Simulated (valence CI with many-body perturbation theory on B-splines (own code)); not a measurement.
**Valence orbitals of Pr XXXVII**

Computed by relativistic CI+MBPT: five valence electrons over a frozen Dirac-Fock core [Ar], radial functions for each j: 7 s, 7 p, 8 d, 6 f, 4 g, 1 h, with the one-electron correlation potential Σ1, the two-electron term Σ2, the three-electron term Σ3, Breit, model QED; selected CI, second order for the rest (own B-spline code, finite nucleus).

The last digits are not significant, and no measured levels were compared; by estimate large intervals hold to a few tenths of a per cent, small ones and those within an open d or f shell to about a per cent. Only levels of the ground parity were solved; by the run's estimate the other parity begins above the list, which can be wrong where configurations are misplaced.

These are the spectroscopic orbitals of the CI (the correlating ones are not listed), shaped by the core and the other valence electrons. h is the expectation value of the core's Dirac-Fock operator, without the valence repulsion; Σ1 is computed up to l = 3 at one energy for each symmetry, that of its lowest orbital but kept below the first core excitation, so for empty shells it is not the orbital's own correlation shift; Breit and QED include the response of the core.

```tsv
Orbital	h (hartree)	Σ1 (cm⁻¹)	Breit (cm⁻¹)	QED (cm⁻¹)	⟨r⟩ (bohr)
4s1/2	-64.026	-7445	5818	4319	0.5107
5s1/2	-39.163	-2838	2827	2134	0.8345
6s1/2	-26.432	-1419	1552	1190	1.242
4p1/2	-61.836	-9810	9194	-79.3	0.5070
5p1/2	-38.081	-3607	4580	-34.8	0.8371
6p1/2	-25.822	-1779	2556	-18.3	1.251
4p3/2	-60.255	-9286	5649	353	0.5216
5p3/2	-37.318	-3523	2827	181	0.8551
6p3/2	-25.396	-1758	1677	103	1.273
3d3/2	-107.92	-21375	12461	-1061	0.2251
4d3/2	-57.138	-9699	4451	-292	0.4984
5d3/2	-35.813	-3774	2170	-134	0.8465
3d5/2	-106.94	-20187	6272	-504	0.2282
4d5/2	-56.78	-9405	2291	-108	0.5022
5d5/2	-35.636	-3639	1106	-45.2	0.8512
4f5/2	-53.897	-22310	494	-175	0.4546
5f5/2	-34.315	-9156	223	-84.7	0.8138
4f7/2	-53.776	-19270	-168	-106	0.4562
5f7/2	-34.249	-7870	-58.5	-48.7	0.8158
5g7/2	-33.475		34.7	-20.1	0.7357
5g9/2	-33.446		-27.7	-3.3	0.7366
```

Among the shells of the start configuration 3d5, Σ1 is largest in size for 3d3/2, where it is 0.090 % of h.

Lowest root of each symmetry, sizes in configuration state functions:

| J | Parity | Roots | Reference | Variational | Second order | Change by selected CI (cm⁻¹) | Change by second order (cm⁻¹) |
| --- | --- | --- | --- | --- | --- | --- | --- |
| 1/2 | even | 4 | 39 | 17628 | 85891 | -19862 | -4 |
| 3/2 | even | 7 | 67 | 25114 | 345285 | -19283 | -41 |
| 5/2 | even | 10 | 81 | 26713 | 167628 | -17505 | -106 |
| 7/2 | even | 7 | 72 | 24155 | 182263 | -18520 | -225 |
| 9/2 | even | 5 | 56 | 24152 | 19871 | -18798 | -193 |
| 11/2 | even | 3 | 35 | 24461 | 11793 | -18450 | -40 |
| 13/2 | even | 1 | 18 | 19404 | 6794 | -18132 | -8 |
